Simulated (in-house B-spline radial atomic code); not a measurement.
## CAM-B3LYP excitations of neutral magnesium

Method: CAM-B3LYP. Computed with a B-spline radial code for spherical atoms: linear response of the closed shell [Ne] 3s2 with the functional's adiabatic kernel; scalar-relativistic (spin-free one-electron X2C), finite nucleus, no spin-orbit coupling, no double excitations, S, P, D and F terms only.

Command:
```bash
python run_td.py task.json out
```
Settings (radii: box in bohr, nucleus in fm):
```
Z                        12
electrons                12
configuration            [Ne] 3s2
hamiltonian              x2c
method                   camb3lyp
box_radius               75
rms_radius               3.057
intervals                78
```

Time taken, with all properties: 1.4 s on 1 thread of Arm Neoverse N1, with other jobs on the host.

The lowest states, in the order of their Tamm-Dancoff energies; the method's threshold (minus the highest occupied level) is 6.493 eV. Labels give the largest channel, * marks a mixed state, and oscillator strengths are full-response dipole values. Measured ¹D terms are left out, since they can mix with doubly excited terms. Semilocal kernels can invert the small singlet-triplet splittings of Rydberg terms. Energies in eV:

```tsv
state	full response	Tamm-Dancoff	oscillator strength	measured (J-weighted term)
3s → 3p 3P	?	?	-	?
3s → 3p 1P	4.262	4.411	1.61	4.346
3s → 4s 3S	4.860	4.863	-	5.108
3s → 4s 1S	5.075	5.088	-	5.394
3s → 4p 3P	5.499	5.504	-	5.932
3s → 3d 1D	5.591	5.592	-	-
3s → 3d 3D	5.610	5.611	-	5.946
3s → 4p 1P	5.652	5.685	0.132	6.118
3s → 5s 3S	?	?	-	?
3s → 5s 1S	5.889	5.893	-	6.516
```

(1) Where does 3s → 5s 3S lie?

(2) Where does 3s → 3p 3P lie?

(3) How large is the singlet-triplet splitting of 3s → 3p (P terms) in Tamm-Dancoff?

(4) What polarisabilities and dispersion coefficient does the method give?

Results:

(1) At 5.831 eV in full response, 5.832 eV in Tamm-Dancoff; measured 6.431 eV.

(2) At 2.568 eV in full response, 2.702 eV in Tamm-Dancoff; measured 2.714 eV.

(3) 1.71 eV, from the unrounded values.

(4) Dipole 71.63 bohr³, quadrupole 811.6 bohr⁵, C6 628.7 hartree·bohr⁶ for two such species. Recommended dipole value: 71.2 ± 0.4 bohr³ (Schwerdtfeger and Nagle, table of static dipole polarizabilities (2023 update)), which includes relativity and correlation.
